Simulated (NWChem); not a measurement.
System: C$_{3}$H$_{7}$F; SMILES CC(C)F

Results from NWChem. Medium grid unless said otherwise, to which SCAN and Minnesota functionals are sensitive. Coordinates come from a PBE0/def2-SVP optimisation.

For level M05-2X/def2-SVP:

| Property | Value |
|---|---|
| highest occupied level (eV) | -10.64 |
| orbital gap (eV) | 13.54 |
| dipole (D) | 1.90 |

How do the values read with level OLYP/def2-SVP instead?

The highest occupied level (eV) is -7.18, the orbital gap (eV) comes out as 8.13 and the dipole (D) is 1.62.
